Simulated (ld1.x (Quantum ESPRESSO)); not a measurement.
## Before and after: TM semilocal potential for tin (Sn)

ld1.x (Quantum ESPRESSO) 7.5 input, shortened:

```
&input
   title='Sn', zed=50., rel=1, dft='PBESOL', iswitch=3,
   config='[Kr] 4d10 5s2 5p1'
 /
 &inputp
   pseudotype=1, tm=.true., lloc=1,
   nlcc=.true.
 /
2
5S  1  0   2.00   0.00  1.70  1.70  0.0
5P  2  1   1.00   0.00  1.80  1.80  0.0
 &test
   configts(1)='5s2 5p1'
 /
```

Change: wave 5s (bound): rc 1.70 bohr becomes 5s (bound): rc 1.84 bohr.

Cutoffs: the cutoffs (Ry, on a coarse ladder) from which the occupation-weighted sum of valence levels, in a spherical-Bessel basis at the reference potential, stays within 10 and 1 mRy of its value at 400 Ry; they do not see the model core or the augmentation charge, which bear on the density cutoff. Errors are all-electron minus pseudo energies relative to the spin-unpolarised reference configuration.

**Question.** Predict the effect on cutoff, ghosts and configuration errors.

**Answer.** The potential gets softer (30 Ry and 60 Ry → 30 Ry and 50 Ry); of the 7 tests that both files solve, the error grows in 0 and shrinks in 1 by more than 15 % and 0.3 meV (median size 4.1 → 4.3 meV); neither file shows a bound ghost. A larger radius leaves more room for a smooth pseudo-wave, so fewer plane waves are needed. A semilocal file is local in each channel, so a ghost entry of none says nothing of the separable form that plane-wave codes build from it.

| quantity | base | changed |
| --- | --- | --- |
| cutoff, loose | 30 Ry | 30 Ry |
| cutoff, tight | 60 Ry | 50 Ry |
| loose cutoff by channel (10 mRy a level) | s 21 Ry, p 25 Ry | s 12 Ry, p 25 Ry |
| bound ghosts | none | none |
| error for 5s2 5p2, meV [ΔE -6.90 eV] | -3.4 | -3.5 |
| error for 5s2 5p0, meV [ΔE 13.97 eV] | -29 | -30 |
| error for 5s1 5p0, meV [ΔE 44.99 eV] | -275 | -276 |
| error for 5s2 5p2.3, meV [ΔE -7.75 eV] | -4.1 | -4.3 |
| error for 5s2 5p1.5, meV [ΔE -4.27 eV] | -1.1 | -1.2 |
| error for 5s0 5p4, meV [ΔE 7.35 eV] | -30 | -27 |
| error for 5s1 5p3, meV [ΔE 0.11 eV] | -3.9 | -3.1 |
